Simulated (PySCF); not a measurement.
Oscillator strengths, rates and cross-sections

Species: C2H5FO4Si2.
Numbering: `[O:1]=[C:2]([OH:3])[C@@H:4]1[O:5][Si@H:6]([F:7])[O:8][SiH2:9]1` (hydrogens: H10 on O3; H11 on C4; H12 on Si6; H13, H14 on Si9)

Cartesian coordinates in Å at the GFN2-xTB level; atoms count from 1:
```xyz
14
C2H5FO4Si2 angstrom
O     -2.547    0.478    1.063
C     -1.415    0.742    0.738
O     -1.082    1.887    0.143
C     -0.278   -0.214    0.862
O      0.979    0.427    0.848
Si     1.981    0.132   -0.381
F      2.188    1.415   -1.303
O      1.131   -0.969   -1.250
Si    -0.334   -1.397   -0.693
H     -1.860    2.460    0.053
H     -0.384   -0.762    1.801
H      3.242   -0.415    0.030
H     -0.290   -2.785   -0.261
H     -1.331   -0.999   -1.671
```

Computed with TDDFT wB97X-D/def2-SVPD, vertical, gas phase, core orbitals frozen in the response in PySCF 2.14.0, density-fitted response routines.

A / s⁻¹ = 0.6670 f (ν̃ / cm⁻¹)² and τ = 1/A in vacuum; |μ| follows from f = (2/3) ΔE |μ|² (atomic units, 1 au = 2.5417 D); ∫σ dE = 109.76 f Mb·eV.

The rates are for emission to S0 at the absorption energy, with no other channel.

Energies and rates of the computed singlets with f of 0.002 or more:

| state | ν̃ (cm⁻¹) | A (s⁻¹) |
| --- | --- | --- |
| S1 | 47590 | 7.40×10⁶ |
| S2 | 57860 | 3.62×10⁷ |
| S3 | 61150 | 3.18×10⁸ |
| S4 | 62030 | 5.06×10⁷ |
| S5 | 63120 | 8.62×10⁷ |
| S6 | 64720 | 6.80×10⁷ |
| S7 | 67150 | 6.70×10⁷ |
| S8 | 67250 | 6.27×10⁶ |

Problem. Go back from the rates to the oscillator strengths and transition dipoles.

Solution. f = A / (0.6670 ν̃²), and |μ| follows from f:

| state | f | \|μ\| (D) | τ | main configurations (H = HOMO, L = LUMO) |
| --- | --- | --- | --- | --- |
| S1 | 0.0049 | 0.47 | 140 ns | H→L+1 (74%) |
| S2 | 0.016 | 0.77 | 28 ns | H→L (72%) |
| S3 | 0.128 | 2.11 | 3.1 ns | H-1→L (32%), H-1→L+1 (28%), H→L+2 (17%) |
| S4 | 0.020 | 0.82 | 20 ns | H-1→L (40%), H→L+2 (40%) |
| S5 | 0.032 | 1.05 | 12 ns | H-1→L+1 (33%), H→L+2 (26%), H-2→L (21%) |
| S6 | 0.024 | 0.89 | 15 ns | H-2→L (56%), H-1→L+1 (13%) |
| S7 | 0.022 | 0.84 | 15 ns | H-1→L+2 (46%), H→L+3 (21%), H-3→L+1 (9%) |
| S8 | 0.0021 | 0.26 | 160 ns | H-2→L+1 (38%), H-4→L+1 (23%), H-3→L+1 (9%) |

Problem. By what factor does the largest A in the list exceed the smallest?

Solution. S3 has 51 times the rate of S8.

Problem. How much energy does a mole of photons resonant with S3 carry?

Solution. 7.582 eV × 96.485 = 732 kJ/mol (175 kcal/mol).

Problem. Suppose S1 emitted 0.3 eV lower with the same transition dipole. How would A change?

Solution. At fixed |μ|, A goes as the cube of the energy: (5.60/5.90)³ = 0.86, which makes τ about 160 ns.

One conformer stands for the species.
